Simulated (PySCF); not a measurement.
Species: 1,2-BN cyclohexene, C4H10BN.
Z-matrix (Å and degrees, PBE0-D3(BJ)/def2-SVP geometry), rows numbered from 1:
```
B 
C   1  1.5788
C   2  1.5288  1  112.51
C   3  1.5252  2  110.80  1    41.59
C   4  1.5213  3  111.86  2   -62.32
N   1  1.3950  2  119.27  3   -11.91
H   1  1.2135  2  122.92  3   168.95
H   2  1.1032  1  110.39  3  -125.36
H   2  1.1077  1  107.07  3   121.46
H   3  1.1050  2  109.58  1   -78.33
H   3  1.1027  2  111.67  1   164.62
H   4  1.1047  3  109.15  2    58.43
H   4  1.1018  3  111.17  2   175.79
H   5  1.1075  4  109.43  3   -72.83
H   5  1.1036  4  109.66  3   171.13
H   6  1.0126  1  119.84  2   178.39
```

Computed with PySCF at PBE0/def2-SVPD, non-relativistic, on one gas-phase PBE0-D3(BJ)/def2-SVP geometry that isn't relaxed in the solvent. The solvent is an IEF-PCM continuum (Bondi radii, 1.10 Å for H, scaled by 1.2), and excitations are vertical TDDFT with non-equilibrium linear response and a frozen core. Specific hydrogen bonds and non-electrostatic terms are outside this model.

```tsv
run	E − E(gas) (kJ/mol)	HOMO (eV)	HOMO–LUMO gap (eV)	dipole (D)	lowest singlet (eV)	static polarisability (au)
gas	0.00	-7.51	7.96	1.56	6.72	68.2
P	-9.28	-7.40	7.93	2.13	6.75	93.4
Q	-6.52	-7.42	7.95	1.95	6.74	84.8
```

Problem. The runs were made in chloroform and water. Which run belongs to which solvent?

Solution. P = water, Q = chloroform. The dielectric constants are 4.711 (chloroform), 78.36 (water), and the energy falls further as ε rises. The optical constants n² used for the excitations are 2.09, 1.78 in the same order. In this model the ground state sees the solvent through ε alone.

Problem. How constant is the ratio of the lowering to (ε − 1)/(2ε + 1)?

Solution. 
| solvent | (ε − 1)/(2ε + 1) | E − E(gas) (kJ/mol) | ratio (kJ/mol) | polarisation term (kJ/mol) |
| --- | --- | --- | --- | --- |
| chloroform | 0.356 | -6.52 | -18.3 | -7.23 |
| water | 0.490 | -9.28 | -18.9 | -10.76 |

The ratio changes by +3.4 % in size from chloroform to water. The polarisation term is half the interaction of the solute with the induced surface charges.
